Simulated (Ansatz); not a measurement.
Gas-phase reaction in SMILES: [SiH3][Si](Cl)(Cl)Cl -> [SiH3] (SiH3) + Cl[Si](Cl)Cl (the Si-Si bond at the site shown breaks; other sites are not compared here)
Structures are relaxed separately at B3LYP-D3(BJ)/def2-TZVP in Ansatz (a first-principles code).

Property: bond dissociation energy (electronic energy difference), in kJ/mol. Valence correlation only, unless marked. UHF or UKS for open shells. Spin-orbit coupling is left out. No relativistic terms. CBS(X,Y): correlation extrapolated as X^-3; Hartree-Fock from the larger set. [CCSD(T)-MP2]/basis is that difference in the basis named.

RI-MP2/CBS(cc-pV(T+d)Z,cc-pV(Q+d)Z)+[CCSD(T)-MP2]/cc-pV(T+d)Z (Ansatz) gives 340.0 kJ/mol.

Question: Another calculation gave 303.0 kJ/mol. Which level was it?
(A) r2SCAN/def2-TZVPD (Ansatz)
(B) B2PLYP/def2-TZVPD (Ansatz)
(C) PBE-QIDH/def2-TZVPD (Ansatz)
(D) revPBE/def2-TZVPD (Ansatz)

Answer: A, r2SCAN/def2-TZVPD (Ansatz). The others give 286.0 (revPBE), 328.1 (PBE-QIDH), 313.9 (B2PLYP) kJ/mol.
